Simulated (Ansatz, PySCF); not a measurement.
System: C₄H₅O₂ (charge 0, doublet). It need not be the lowest isomer of its formula. 
Geometry from a B3LYP-D3(BJ)/def2-TZVP (Ansatz, a quantum-chemistry and plane-wave program) optimisation:
SMILES: [CH2]C(=O)C(C)=O
```xyz
11

C      1.9465    -0.2109     0.0521
C      0.5934    -0.4480    -0.3040
O      0.2470    -1.3394    -1.0878
C     -0.4764     0.4639     0.3310
O     -0.1471     1.3380     1.0983
C     -1.8963     0.1876    -0.0657
H      2.7145    -0.8369    -0.3798
H      2.2049     0.5792     0.7412
H     -2.0029     0.2704    -1.1492
H     -2.1592    -0.8421     0.1850
H     -2.5598     0.8854     0.4384
```
Charge 0, spin multiplicity 2.

Quantity: atomisation energy (electronic, to ground-state atoms), in kcal/mol. Valence correlation only, unless marked. UHF or UKS for open shells. Spin-orbit coupling is left out. No relativistic terms. The coupled-cluster limit lacks core correlation, which all-electron functionals hold. Basis-set limits of correlation are two-point, X^-3; Hartree-Fock from the larger set. [CCSD(T)-MP2]/basis is that difference in the basis named.

The UHF reference is spin-contaminated (<S^2> 0.21 over the pure value in the largest basis). 

```csv
level,program,atomisation energy (kcal/mol)
PBE-D4/def2-TZVPD,Ansatz + dftd4,1184.9
PBE0/def2-TZVP,Ansatz,1146.7
M06-2X/def2-TZVPD,PySCF,?
B2GP-PLYP-D3(BJ)/def2-TZVPD,Ansatz + dftd3,1124.8
"RI-MP2/CBS(cc-pVTZ,cc-pVQZ)+[CCSD(T)-MP2]/cc-pVTZ",Ansatz,?
```

**Question.** What belongs in the gaps?

**Answer.** 
- M06-2X/def2-TZVPD, atomisation energy (kcal/mol): 1138.9
- RI-MP2/CBS(cc-pVTZ,cc-pVQZ)+[CCSD(T)-MP2]/cc-pVTZ, atomisation energy (kcal/mol): 1135.2
